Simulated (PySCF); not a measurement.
# Dipole moment and polarisability of Sn(SMe)Me3

Species: Sn(SMe)Me3, C₄H₁₂SSn.
Structure used (PBE0-D3(BJ)/def2-SVP), in Å, numbered top down from 1:
```xyz
18
C4H12SSn angstrom
Sn    -0.2489   -0.3769   -0.2785
S     -0.1910   -0.4589    2.1519
C      0.7507    1.0662    2.4881
H      1.7573    1.0347    2.0449
H      0.8598    1.1416    3.5790
H      0.2224    1.9631    2.1332
C      1.7826   -0.3745   -0.9930
H      2.2711    0.5827   -0.7608
H      1.8018   -0.5211   -2.0830
H      2.3456   -1.1869   -0.5125
C     -1.2665    1.4245   -0.8785
H     -1.4300    1.4238   -1.9664
H     -0.6694    2.3085   -0.6127
H     -2.2389    1.4865   -0.3703
C     -1.3108   -2.1418   -0.8858
H     -2.3055   -2.1629   -0.4189
H     -0.7552   -3.0394   -0.5801
H     -1.4315   -2.1525   -1.9790
```

Level: B3LYP/def2-SVPD (PySCF), static field, nuclei fixed, core orbitals frozen in the response. The polarisability tensor in these axes (au):

```
x   110.60   3.70   4.11
y     3.70 113.92   5.53
z     4.11   5.53 122.07
```

What are the eigenvalues, a third of the trace, and Δα (Δα² = ½Σ(αi − αj)² over the three pairs)?

Principal values 108.18, 111.75 and 126.65 au; mean 115.53 au = 17.12 Å³ = 19.05 × 10⁻⁴⁰ C²·m²/J; Δα = 16.97 au (15 % of the mean).

What is the dipole moment, and where does it point?

(0.51, 0.99, -1.88) D, 2.18 D in size, pointing from the negative to the positive side. Measured along this direction, the outermost atoms are H5 at the negative end and H12 and H9 at the positive end.

What would n − 1 = 2πNα be for an ideal gas of these molecules at 400 K and 1 atm, electronic part alone?

N = p/kT = 1.8347 × 10¹⁹ cm⁻³, so n − 1 = 2π × N × 17.12 × 10⁻²⁴ cm³ = 1974 × 10⁻⁶ at long wavelengths.

Orientational against electronic polarisability at 273 K (dilute gas, rigid molecules)?

In Gaussian units μ²/3kT = 42.18 Å³ against 17.12 Å³, a ratio of 2.46; the Debye molar polarisation (4π/3)N_A(α + μ²/3kT) is 149.6 cm³/mol, leaving out the vibrational part.

Rayleigh depolarisation ratio (linearly polarised light, static tensor)?

ρ = 3Δα²/(45ᾱ² + 4Δα²) = 863.9/(600594 + 1151.9) = 0.00144.

In TDDFT the mean static polarisability is Σ f/ω² over all singlet excitations (ω in hartree). How much of it do the 10 lowest give? Their energies (eV) and oscillator strengths: 4.87, 0.0275; 5.33, 0.0108; 5.57, 0.0007; 6.05, 0.0022; 6.27, 0.0049; 6.32, 0.1039; 6.61, 0.0085; 6.64, 0.0015; 6.77, 0.0001; 6.82, 0.0834.

They add up to 4.71 au, 4.1 % of the 115.53 au; the largest single term is 1.92 au, from the state at 6.32 eV. Terms in order: 0.86, 0.28, 0.02, 0.04, 0.09, 1.92, 0.14, 0.03, 0.00, 1.33 au. Higher excitations give the rest. The strengths listed sum to 0.244.

Estimate the molar refractivity from the static electronic polarisability.

Lorentz–Lorenz: R = (4π/3)N_A α = 2.5225 cm³/(mol·Å³) × 17.12 Å³ = 43.2 cm³/mol, in the limit of long wavelengths.

Isolated species at its PBE0-D3(BJ)/def2-SVP geometry, gas phase. Atoms past krypton carry effective core potentials; spin–orbit coupling is left out.

The run behind these numbers computed excited states as well. Time: 2.0 min of wall time (with the writing of density and orbital grids); peak memory 1.0 GiB. Hardware: one thread, AMD EPYC (x86_64), shared host with 64 logical CPUs at a one-minute load of 60.
